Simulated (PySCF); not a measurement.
## Do core-level shifts follow atomic charges?

Compound: tiglic acid, C5H8O2.
Cartesian coordinates in Å at the PBE0-D3(BJ)/def2-SVP level; atoms count from 1:
```
atom  x, y, z in Å
C1    -1.9814    0.4904    0.1191
C2    -0.5063    0.6673    0.1824
C3     0.4361   -0.2927    0.1284
C4     0.2012   -1.7645   -0.0042
C5     1.8715    0.0812    0.2112
O6     2.7725   -0.7228    0.1986
O7     2.1045    1.4013    0.3004
H8    -2.4012    1.0683   -0.7214
H9    -2.4544    0.8911    1.0315
H10   -2.2909   -0.5563    0.0041
H11   -0.1521    1.6978    0.2863
H12    0.6420   -2.3028    0.8489
H13    0.7038   -2.1549   -0.9025
H14   -0.8654   -2.0122   -0.0632
H15    3.0675    1.4929    0.3459
```

Binding energies: delta-SCF UKS SCAN, pcX-2 on the ionised atom, pcseg-1 elsewhere, spin-free X2C (PySCF). Charges: PBE0/pcSseg-1 ground-state density, for the ionised atom.

```json
{"atom": "C2", "environment": "alkene CH carbon", "C 1s (eV)": "290.58", "Mulliken (e)": "-0.085", "IAO (e)": "-0.102", "Hirshfeld (e)": "-0.021", "ESP (e)": "-0.119"}
{"atom": "C3", "environment": "fully substituted alkene carbon", "C 1s (eV)": "290.74", "Mulliken (e)": "-0.477", "IAO (e)": "-0.061", "Hirshfeld (e)": "-0.019", "ESP (e)": "+0.044"}
{"atom": "C4", "environment": "allylic carbon", "C 1s (eV)": "290.76", "Mulliken (e)": "-0.140", "IAO (e)": "-0.416", "Hirshfeld (e)": "-0.120", "ESP (e)": "-0.519"}
{"atom": "C1", "environment": "allylic carbon", "C 1s (eV)": "291.06", "Mulliken (e)": "-0.214", "IAO (e)": "-0.418", "Hirshfeld (e)": "-0.108", "ESP (e)": "-0.300"}
{"atom": "C5", "environment": "carboxylic acid carbon", "C 1s (eV)": "294.29", "Mulliken (e)": "+0.558", "IAO (e)": "+0.515", "Hirshfeld (e)": "+0.200", "ESP (e)": "+0.614"}
```

How well does each charge scheme correlate with the binding energies over these sites?

Mulliken: r = 0.91, slope 3.7 eV per e; Hirshfeld: r = 0.90, slope 11.0 eV per e; IAO: r = 0.86, slope 3.5 eV per e; ESP: r = 0.85, slope 3.1 eV per e. On 5 points no scheme stands out.

The point-charge model writes a binding energy as kq + V + constant, with V the potential of the other atoms' charges at the site. What does it give with the Hirshfeld charges?

V = Σ 14.40 eV Å × q/r over all other atoms: +0.15 eV at C2, -0.01 eV at C3, +1.45 eV at C4, +1.83 eV at C1, -3.66 eV at C5. Fitting binding energy − V to q gives k = 27.8 eV per e and leaves an rms residual of 0.65 eV, against 0.62 eV for the fit on q alone. The model has no term for differences in relaxation between sites.

One conformer (not necessarily the lowest) at the PBE0-D3(BJ)/def2-SVP geometry, without solvent, vibrations or thermal averaging.
